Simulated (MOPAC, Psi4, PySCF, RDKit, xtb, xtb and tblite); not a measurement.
Two geometries of SMILES C[Si](C)(C)[SiH2][SiH2][SeH] (C3H14SeSi3), singlet, relaxed at GFN2-xTB with one dihedral held; other torsions can differ between them too.

Structure A

```
21

C     -1.6939     1.5738    -1.3761
Si    -0.7214     0.2972    -0.3399
C     -1.7187    -0.1353     1.2289
C     -0.4955    -1.2962    -1.3687
Si     1.3846     1.1239     0.2888
Si     2.8732    -0.4939     1.0515
Se     1.5789    -2.1576     2.0348
H     -2.6713     1.1965    -1.6636
H     -1.1595     1.8261    -2.2870
H     -1.8481     2.4950    -0.8224
H     -1.1824    -0.8690     1.8278
H     -1.8868     0.7371     1.8540
H     -2.6892    -0.5613     0.9895
H      0.1118    -1.1246    -2.2533
H     -1.4487    -1.6997    -1.6990
H     -0.0064    -2.0662    -0.7774
H      2.1123     1.8128    -0.7907
H      1.3013     2.1480     1.3445
H      3.8446    -0.1799     2.1041
H      3.6422    -1.2381     0.0487
H      2.6646    -3.0003     2.4102
```

Structure B

```
21

C     -1.6310     1.5746    -1.4763
Si    -0.6967     0.2274    -0.4956
C     -1.5720    -0.0501     1.1789
C     -0.7556    -1.4099    -1.4788
Si     1.5359     0.8387    -0.0959
Si     2.5066    -0.3065     1.6857
Se     1.9819    -2.5577     1.4917
H     -2.6673     1.2988    -1.6509
H     -1.1704     1.7470    -2.4445
H     -1.6297     2.5197    -0.9416
H     -1.0806    -0.8362     1.7460
H     -1.5648     0.8486     1.7895
H     -2.6088    -0.3468     1.0469
H     -0.2099    -1.3362    -2.4154
H     -1.7754    -1.7001    -1.7165
H     -0.3150    -2.2203    -0.9035
H      2.3956     0.6163    -1.2733
H      1.7278     2.2654     0.2080
H      1.9498    -0.0383     3.0121
H      3.9625    -0.3036     1.8580
H      2.1418    -2.6278     0.0692
```

### Question
Which is lower in energy at the level PBE0-D3(BJ)/def2-SVP // GFN2-xTB (Psi4 1.11), and by how much?

### Answer
B is lower, by 1.55 kcal/mol (dihedral Si5–Si6–Se7–H21: 180° in A, 40° in B).

E(B) − E(A) in kcal/mol at the other levels, on the same two geometries: GFN2-xTB (xtb and tblite) 0.57; PBE0/def2-SVP // GFN2-xTB (Psi4) -1.52; PBE/def2-SVP // GFN2-xTB (Psi4) -1.66; PBE-D3(BJ)/def2-SVP // GFN2-xTB (Psi4) -1.68; UFF // GFN2-xTB (RDKit) -1.21; PM7, restricted, heats of formation // GFN2-xTB (MOPAC) 0.14; PM6, restricted, heats of formation // GFN2-xTB (MOPAC) 0.14; GFN1-xTB // GFN2-xTB (xtb) -0.56; restricted B3LYP/6-31G*, spherical d, density fitting // GFN2-xTB (PySCF) -1.24; restricted BP86/6-31G*, spherical d, density fitting // GFN2-xTB (PySCF) -1.26; restricted M06-2X/6-31G*, spherical d, density fitting // GFN2-xTB (PySCF) -1.36; restricted Hartree-Fock/3-21G, density fitting // GFN2-xTB (PySCF) -0.82.
